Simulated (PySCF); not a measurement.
**Cost of excited-state runs on `C=C/C(C#N)=C/[S@](C)=O`, C$_{6}$H$_{7}$NOS**

Bonds (- single, = double, # triple, : aromatic): C1=C2, C2-C3, C3-C4, C4#N5, C3=C6, C6-S7, S7-C8, S7=O9. C1 carries H10, H11; C2 carries H12; C6 carries H13; C8 carries H14, H15, H16. Stereochemistry as in C=C/C(C#N)=C/[S@](C)=O. H10 is cis to C3; H11 is trans to C3.

PySCF with density fitting, on 1 thread of an Intel Xeon Platinum 8488C, shared host. Command: `OMP_NUM_THREADS=1 python excited_run.py task.json out`

**Question.** How long does each of these runs take, and how much memory?
- magnetisability and related constants, B3LYP/6-31++G**; usual settings
- magnetisability and related constants, B97-2/pcSseg-1; writes grids

**Answer.** 
```csv
run,level,basis functions,wall time,peak memory (GiB)
magnetisability and related constants,B3LYP/6-31++G**,208,54 s,0.86
magnetisability and related constants,B97-2/pcSseg-1,195,54 s,0.94
```
Times from a shared host are rough.
